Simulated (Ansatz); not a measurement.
A series at Al: from `[NH2][Al]([NH2])[NH2]`, ligands are replaced one by one, each step taking up H₂ and setting free NH₃; n counts the steps. Ansatz, PBE0-D4/def2-TZVP geometries. Each molecule was computed in one conformer, which needn't be the lowest.

```tsv
n	molecule	HOMO energy, ωB97M-V/def2-TZVPP (eV)
0	`[NH2][Al]([NH2])[NH2]`	-9.14
1	`[NH2][AlH][NH2]`	?
2	`[NH2][AlH2]`	-9.98
3	`[AlH3]`	-10.81
```

By hand: fit a straight line y = ȳ + b (n − n̄) to the 3 given rows and predict n = 1.

n̄ = 1.667, ȳ = -9.977; Σ(n − n̄)(y − ȳ) = -2.507, Σ(n − n̄)² = 4.667, so b = -0.537 eV a step. Prediction: -9.977 + (-0.537) × (-0.667) = -9.62 eV.

By hand: compare with the computed value, -9.31 eV, and give the steps along the whole series.

The line misses by 0.31 eV (computed minus predicted). Steps: -0.17, -0.67, -0.83 eV.

The steps grow at each stage, from -0.17 to -0.83 eV, so the series is curved. The highest orbital can change its character along such a series. The miss is 18.6 % of the series' range.
